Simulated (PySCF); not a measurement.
A PySCF script (with the pyscf-properties extension) for the NMR shieldings of SMILES S([SiH3])[SiH]1C[SiH2]C1, C2H10SSi3, on a PBE0-D3(BJ)/def2-SVP geometry:

```python
import basis_set_exchange as bse
import numpy as np
from pyscf import gto, dft
from pyscf.prop import nmr

atoms = """
Si    2.318771   -0.331881    1.179348
S     2.196392    0.462911   -0.811121
Si    0.059672    0.513819   -1.115055
C    -0.929311    1.445772    0.213548
Si   -1.699253   -0.224178    0.716693
C    -0.857302   -1.109456   -0.746410
H     3.770305   -0.370252    1.512791
H     1.600792    0.533623    2.162474
H     1.749841   -1.710712    1.257352
H    -0.084561    1.029554   -2.508659
H    -1.654285    2.156076   -0.216248
H    -0.344635    1.978359    0.977915
H    -3.193921   -0.258459    0.699859
H    -1.210848   -0.712124    2.043163
H    -1.550006   -1.392951   -1.555597
H    -0.238765   -1.987007   -0.507593
"""
names = dict.fromkeys(["Si", "S", "C", "H"], "pcSseg-1")
basis = {el: gto.basis.parse(bse.get_basis(n, elements=[el], fmt="nwchem")) for el, n in names.items()}
mol = gto.M(atom=atoms, basis=basis, charge=0, verbose=0)
mf = dft.RKS(mol, xc="HYB_GGA_XC_MPW1PW")
mf.grids.level = 2
mf.grids.alignment = dft.numint.BLKSIZE   # the property module wants whole blocks of grid points
mf.conv_tol = 1e-9
mf.kernel()

calc = nmr.RKS(mf)   # GIAO
C = mf.mo_coeff
Co = C[:, mf.mo_occ > 0]
resp = mf.gen_response(singlet=True, hermi=2)
def vind(x):   # induced exchange potential for any number of trial vectors
    d = np.einsum("pi,xij,qj->xpq", C, 2 * x.reshape(-1, C.shape[1], Co.shape[1]), Co, optimize=True)
    return np.einsum("xpq,pi,qj->xij", resp(d - d.transpose(0, 2, 1)), C, Co, optimize=True).ravel()
mo1, _ = nmr.rhf.solve_mo1(calc, with_cphf=vind)
sigma = calc.kernel(mo1)
for i, s in enumerate(sigma):   # ppm
    print("%2d %-2s %9.2f" % (i, mol.atom_pure_symbol(i), np.trace(s) / 3))
```

**Question.** Give the expected output.

**Answer.** 
```
 0 Si    405.26
 1 S     765.46
 2 Si    338.82
 3 C     182.89
 4 Si    386.91
 5 C     183.14
 6 H      26.57
 7 H      26.58
 8 H      26.58
 9 H      25.72
10 H      30.45
11 H      30.53
12 H      26.53
13 H      26.51
14 H      30.46
15 H      30.51
```

These numbers come from an equivalent density-fitted implementation of the same equations, which agrees with the script to about 0.01 ppm for H and up to a few tenths of a ppm for heavy atoms, so last digits may differ.

Size and cost of the density-fitted run: 180 basis functions, 41 s wall time on 1 thread of an Intel Xeon, shared host; peak memory 0.88 GiB.
